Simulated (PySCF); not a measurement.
Species: C₅H₇AlO₂.
Z-matrix (Å and degrees, GFN2-xTB geometry), rows numbered from 1:
```
C 
C   1  1.3336
Al  2  1.9837  1  119.02
O   3  1.8335  2  111.14  1   128.82
C   4  1.2630  3  131.30  2   112.40
C   5  1.3888  4  124.40  3    -0.53
C   6  1.3886  5  119.32  4     0.53
O   7  1.2634  6  124.45  5    -0.22
H   1  1.0811  2  120.71  3     0.13
H   1  1.0838  2  124.07  3  -179.94
H   2  1.0946  1  115.29  3   179.97
H   3  1.5346  2  125.20  1    -1.88
H   5  1.0983  4  116.86  3   179.31
H   6  1.0756  5  120.35  4  -179.60
H   7  1.0981  6  118.71  5   179.62
```

The closed-shell SCF was solved with PySCF and density fitting under several settings on one GFN2-xTB geometry (grid level 2 and gas phase unless stated).

| settings | basis functions | SCF cycles | E (Eh) | HOMO (eV) | LUMO (eV) | dipole (D) |
| --- | --- | --- | --- | --- | --- | --- |
| wB97X-D/def2-SVPD | 226 | 14 | -587.2286 | -9.08 | -0.64 | 4.06 |
| HCTH407/6-31++G** | 190 | 17 | -587.6189 | -6.24 | -3.38 | 3.76 |

Task: Estimate the rows for these settings: (1) BLYP/6-31G*, grid level 1; (2) PBE0/pcSseg-1, IEF-PCM benzene.

Result: 
| settings | basis functions | SCF cycles | E (Eh) | HOMO (eV) | LUMO (eV) | dipole (D) |
| --- | --- | --- | --- | --- | --- | --- |
| BLYP/6-31G*, grid level 1 | 130 | 13 | -587.5200 | -5.65 | -2.72 | 3.68 |
| PBE0/pcSseg-1, IEF-PCM benzene | 178 | 13 | -587.1135 | -7.25 | -2.18 | 4.45 |

Task: Over all rows, what range does the HOMO–LUMO gap span?

Result: From 2.86 eV (HCTH407/6-31++G**) to 8.44 eV (wB97X-D/def2-SVPD). The functional of the narrowest has no exact exchange, that of the widest range-separated exact exchange.

wB97X-D ran without the empirical dispersion term, which would shift the total energy alone. Cycle counts include a coarse-grid stage where the run had one. All basis functions are spherical, in the Pople sets too. The structure is a single GFN2-xTB conformer; no vibrational corrections.
